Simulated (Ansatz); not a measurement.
A structure relaxed at PBE-D4/def2-SVP in Ansatz, charge 0, singlet:

```xyz
56

Zn   -2.792    0.631   -1.878
Zn   -0.797    5.031   -0.276
Zn   -3.226    3.963    0.379
Zn   -2.833   -0.474    1.861
Zn   -0.580    3.425    2.859
Zn    1.165    1.187   -4.183
Zn   -0.230   -2.174   -4.634
Zn   -1.544   -2.926   -0.882
Zn    2.419   -2.105   -3.964
Zn    0.878    0.338    0.110
Zn    1.237   -1.821    4.602
Zn    2.247   -3.520    1.677
Zn   -0.791   -3.428    3.725
Se   -1.967    3.076   -1.750
Se   -1.070    0.120   -3.826
Se    1.125    3.592   -3.062
Se   -1.365   -0.527   -0.171
Se    0.622    2.783    0.646
Se   -2.597    2.155    2.099
Se   -1.153   -0.826    3.792
Se    0.872    1.832    4.407
Se    2.056   -0.052   -2.079
Se    0.548   -3.242   -2.362
Se   -0.203   -3.770    1.243
Se    3.488   -3.305   -0.660
Se    1.898   -0.965    2.005
H    -4.296    0.365   -2.183
H     0.157    6.009   -1.012
H    -4.706    4.416    0.193
H    -1.915    4.984    0.940
H    -4.267   -1.065    2.002
H    -0.491    4.887    3.413
H     2.026    1.252   -5.488
H    -1.101   -3.062   -5.575
H     1.330   -1.485   -5.043
H    -2.843   -3.705   -1.246
H     3.864   -2.663   -3.887
H     2.031   -1.009    5.659
H     3.157   -4.327    2.662
H    -1.867   -4.314    4.426
H     0.910   -3.375    4.144
H    -3.033    3.706   -2.569
H    -1.752    0.509   -5.085
H     0.310    4.277   -4.097
H     2.373    3.906   -3.825
H     2.001    3.296    0.835
H    -3.572    2.560    3.141
H    -2.129   -1.052    4.888
H     0.015    1.899    5.617
H     1.620    3.047    4.858
H     3.423    0.497   -1.900
H     0.207   -4.567   -2.938
H    -0.321   -5.249    1.238
H     3.410   -4.733   -1.057
H     4.771   -3.566    0.063
H     3.278   -0.439    2.153
```

Task: Give its formula and point group.

Result: Zn13H30Se13. Point group C3 (tolerance 0.1 Å).

Task: Summarise the bond lengths by kind (pairs closer than 1.2 times the sum of covalent radii, bridged metal pairs left out).

Result: 34 × Se–Zn 2.42 to 2.81 Å; 18 × H–Zn 1.55 to 1.75 Å; 15 × H–Se 1.48 to 1.50 Å.

Single mean-field runs in def2-SVP are fitted with def2-universal-jkfit.
